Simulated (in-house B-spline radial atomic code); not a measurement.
Rb⁺. Computed with a B-spline radial atomic code. Model: all-electron spherical atom, spin shells full or empty, radial basis limit, no spin-orbit coupling, Breit or QED, empty-state partial waves extrapolated as (l+1/2)^-4, RPA, G0W0 and static COHSEX of the highest shell as one setting changes (uncorrelated shells keep exact exchange).

Given: element Rb; charge 1; filled core Ar; hamiltonian one-electron scalar X2C; mean-field start PBE0; highest l of empty states 9; nuclear rms radius 4.2036 fm; highest mean-field shell 4p.

Shell: 3d 5 5, 4s 1 1, 4p 3 3 (electrons up and down).

| lowest nl shells left uncorrelated | RPA correlation energy (hartree) | G0W0 level (eV) | G0W0 minus most complete (meV) | COHSEX level (eV) | linearised minus solved G0W0 (meV) |
| --- | --- | --- | --- | --- | --- |
| 0 | -2.6047 | -27.639 | 0 | -30.209 | -20.2 |
| 1 | ? | ? | ? | ? | ? |
| 2 | ? | ? | ? | ? | ? |
| 3 | -1.7578 | -27.628 | 10.6 | -30.19 | -20.1 |
| 4 | -1.5824 | -27.635 | 3.9 | -30.195 | -20.1 |
| 5 | -1.0806 | -27.686 | -47.1 | -30.282 | -20.7 |
| 6 | -0.35724 | -27.43 | 208.2 | -29.832 | -18.3 |
| 7 | -0.24224 | -27.862 | -223.9 | -30.178 | -20 |

What follows for lowest nl shells left uncorrelated = 2?

RPA correlation energy -2.2667 hartree; G0W0 level -27.637 eV; G0W0 minus most complete 1.9 meV; COHSEX level -30.209 eV; linearised minus solved G0W0 -20.2 meV.

What follows for lowest nl shells left uncorrelated = 1?

RPA correlation energy -2.4481 hartree; G0W0 level -27.637 eV; G0W0 minus most complete 1.1 meV; COHSEX level -30.209 eV; linearised minus solved G0W0 -20.2 meV.
